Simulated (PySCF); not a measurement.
## Correlation energy of Pt+ (platinum, charge +1)

[Xe] 4f14 5d8 6s1, high-spin 4F determinant (an excited configuration). All numbers are calculated (PySCF 2.14, scalar relativity through the core potential, in def2-QZVPPD with the def2 core potential (60 electrons) (7s5p4d4f2g, 88 functions)). Frozen: 5s2 5p6; 9 electrons correlated.

```json
{"level": "CCSD", "correlation energy (mhartree)": "-240.80"}
{"level": "(T)", "correlation energy (mhartree)": "-8.74"}
{"level": "CCSD(T)", "correlation energy (mhartree)": "-249.54"}
```

Diagnostics: T1 = 0.0074, D1 = 0.0265, largest double amplitude 0.014.

Spin-orbit coupling, absent here, splits the open shell strongly.

Cost of the coupled-cluster step: roughly 15 core-seconds, for 9 correlated electrons.

Iterations:

```
CC2 = 0
CCSD nocc = (np.int64(6), np.int64(3)), nmo = (84, 84)
frozen orbitals [[0, 1, 2, 3], [0, 1, 2, 3]]
max_cycle = 100
direct = 0
conv_tol = 1e-08
conv_tol_normt = 1e-06
diis_space = 8
diis_start_cycle = 0
Init t2, MP2 energy = -0.248122629682401
Init E_corr(UCCSD) = -0.248122629682467
cycle = 1  E_corr(UCCSD) = -0.238275812202541  dE = 0.00984681748  norm(t1,t2) = 0.0318948
cycle = 2  E_corr(UCCSD) = -0.240419197002984  dE = -0.0021433848  norm(t1,t2) = 0.00879034
cycle = 3  E_corr(UCCSD) = -0.240713848626892  dE = -0.000294651624  norm(t1,t2) = 0.00359382
cycle = 4  E_corr(UCCSD) = -0.240803477008442  dE = -8.96283816e-05  norm(t1,t2) = 0.000659089
cycle = 5  E_corr(UCCSD) = -0.240798172891414  dE = 5.30411703e-06  norm(t1,t2) = 0.000249918
cycle = 6  E_corr(UCCSD) = -0.240795437370615  dE = 2.7355208e-06  norm(t1,t2) = 5.83816e-05
cycle = 7  E_corr(UCCSD) = -0.24079741115045  dE = -1.97377983e-06  norm(t1,t2) = 1.51694e-05
cycle = 8  E_corr(UCCSD) = -0.240797312768404  dE = 9.83820461e-08  norm(t1,t2) = 2.51064e-06
cycle = 9  E_corr(UCCSD) = -0.240797270940221  dE = 4.18281822e-08  norm(t1,t2) = 5.83612e-07
cycle = 10  E_corr(UCCSD) = -0.24079727468579  dE = -3.74556816e-09  norm(t1,t2) = 1.41582e-07
UCCSD converged
E(UCCSD) = -118.3517229003415  E_corr = -0.2407972746857895
UCCSD(T) correction = -0.00874264092872738
```
